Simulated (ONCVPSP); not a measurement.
# N (Z = 7): ONCV pseudisation with PBE, scalar-relativistic reference atom.

| Item | Value |
| --- | --- |
| Element | nitrogen |
| Generator | ONCVPSP 4.0.1 |
| Type | optimised norm-conserving Vanderbilt (ONCV) |
| Functional | PBE |
| Relativity | scalar-relativistic |
| Frozen core | [He] |
| Valence charge | 5 |
| Reference configuration | 2s2 2p3 |
| Partial waves | 2s: rc 1.05 bohr, ncon 5, nbas 8, qcut 4.9 1/bohr, 2 projectors, debl 2.2 Ha; 2p: rc 2.45 bohr, ncon 3, nbas 7, qcut 4.4 1/bohr, 2 projectors, debl 2.9 Ha; d scattering state at 0.21 Ha: rc 2.05 bohr, ncon 4, nbas 8, qcut 4 1/bohr, 2 projectors, debl 2.6 Ha |
| Local potential | polynomial inside 1.05 bohr (lpopt 5, dvloc0 6 Ha) |
| Core correction | polynomial model core, fcfact 0.55 |

Results:

```
Cutoffs needed             : 113 Ha and 143 Ha (the cutoffs (Ha) at which the residual kinetic energy of the hardest occupied pseudo-wave falls to 1 and 0.1 mHa per electron)
Ghost test                 : no bound ghost flagged; no localised positive-energy state flagged
Largest excitation error   : +5823 meV (all-electron minus pseudo) for 2s2 2p0, out of 4 test configurations
rms error of d²Exc/dni dnj : 1.33 mHa without and 1.31 mHa with the model core
```

Generation and tests took about 3.3 s on one core of a shared server CPU.
